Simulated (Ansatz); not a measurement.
Geometry optimisation, RKS PBE0/cc-pVDZ in Ansatz.

input.yaml

```yaml
crystal:
  periodic: [false, false, false]
  atoms:
    - { symbol: B, position_ang: [0.0, 0.0, 0.0] }
    - { symbol: Cl, position_ang: [0.0, 0.0, 2.21] }
    - { symbol: "N", position_ang: [1.3423, 0.0, -0.775] }
    - { symbol: H, position_ang: [1.8089, -0.9179, -1.0268] }
    - { symbol: H, position_ang: [1.7937, 0.9179, -1.0532] }
    - { symbol: H, position_ang: [-1.0305, 0.0, -0.595] }
    - { symbol: S, position_ang: [0.0982, 2.076, 0.6906] }
    - { symbol: H, position_ang: [0.6507, 2.1151, 1.9763] }
    - { symbol: H, position_ang: [0.0608, 1.2857, 1.8263] }
basis:
  gaussian: { orbitals: cc-pVDZ }
hamiltonian:
  xc: pbe0
relax:
  f_tol: 0.15
  max_steps: 25
  restrain:
    - { distance: [0, 6], at: 1.89, k: 30.0 }
    - { distance: [8, 1], at: 1.37, k: 30.0 }
    - { distance: [0, 1], at: 3.06, k: 30.0 }
    - { distance: [8, 6], at: 2.6, k: 30.0 }
output:
  orbitals: {}
```

Run as:

```bash
$ ansatz run input.yaml --threads 2 --pin off --max-ram 3072MiB --backend cpu --events-out ev --progress --plain --runs-dir out
```

Question: Where does it end, and by what steps?

Answer: The run converged. The restraints hold the end off the free minimum; the threshold counts their pulls, which the force column leaves out. Restrained pairs: B1–S7 (2.19 → 1.87 Å), Cl2–H9 (1.34 → 1.34 Å), B1–Cl2 (2.21 → 3.07 Å), S7–H9 (1.38 → 2.59 Å). After 13 steps the energy has fallen by 5.458 eV (the restraints' own energy left out); H8 moved furthest, 1.64 Å.

| step | energy less start (eV) | largest force component (eV/Å) | accepted |
| --- | --- | --- | --- |
| 0 | 0.0000 | 7.381 | yes |
| 1 | -2.1387 | 3.536 | yes |
| 2 | -3.0110 | 3.526 | yes |
| 3 | -3.6133 | 3.605 | yes |
| 4 | -4.4229 | 1.985 | yes |
| 5 | -4.8617 | 1.441 | yes |
| 6 | -5.0152 | 1.475 | yes |
| 7 | -5.1529 | 1.275 | yes |
| 8 | -5.2727 | 1.060 | yes |
| 9 | -5.3701 | 0.898 | yes |
| 10 | -5.4235 | 0.976 | yes |
| 11 | -5.4469 | 0.908 | yes |
| 12 | -5.4476 | 0.828 | no |
| 13 | -5.4577 | 0.873 | yes |

```xyz
9
Properties=species:S:1:pos:R:3
B 0.067 0.612 -0.214
Cl -0.030 -0.719 2.555
N 1.309 0.131 -0.600
H 1.433 -0.816 -0.931
H 2.172 0.650 -0.517
H -0.938 -0.031 -0.356
S -0.195 2.345 0.441
H 1.108 2.715 0.523
H -0.201 0.591 2.352
```

The run took 34 s on 2 threads of Arm Neoverse V2 (shared host), peak memory 0.18 GiB.
